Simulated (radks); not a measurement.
Task: The mean radii <r> (bohr) of the occupied orbitals of an atom or ion are listed with their occupations. Method: Dirac Kohn-Sham, BLYP, spin-unpolarised, spherical densities, finite nucleus; Fermi nuclear charge, rms radius of each element as measured or else 0.836 A^(1/3) + 0.57 fm; computed with a radial shooting solver on a logarithmic mesh with Libxc functionals.

| orbital | occ. | <r> |
|---|---|---|
| 1s1/2 | 2 | 0.01899 |
| 2s1/2 | 2 | 0.07977 |
| 2p1/2 | 2 | 0.06611 |
| 2p3/2 | 4 | 0.07384 |
| 3s1/2 | 2 | 0.2081 |
| 3p1/2 | 2 | 0.1980 |
| 3p3/2 | 4 | 0.2124 |
| 3d3/2 | 4 | 0.1862 |
| 3d5/2 | 6 | 0.1907 |
| 4s1/2 | 2 | 0.4649 |
| 4p1/2 | 2 | 0.4701 |
| 4p3/2 | 4 | 0.5012 |
| 4d3/2 | 4 | 0.5160 |
| 4d5/2 | 6 | 0.5261 |
| 5s1/2 | 1 | 0.9824 |
| 4f5/2 | 6 | 0.5668 |
| 4f7/2 | 5 | 0.5722 |

Name the element and its charge. Open shells, if any, fill j = l - 1/2 first.

Result: Z = 72, hafnium, charge +14: Hf14+ in [Kr] 4d10 4f11 5s1. The 1s radius gives Z: for a bare nucleus <r> = (2 gamma + 1)/(2Z) with gamma = sqrt(1 - (Z/c)^2), 0.01876 bohr for Z = 72, and screening makes it slightly larger (0.01899 here). The occupations add up to 58, and the charge is Z minus that.
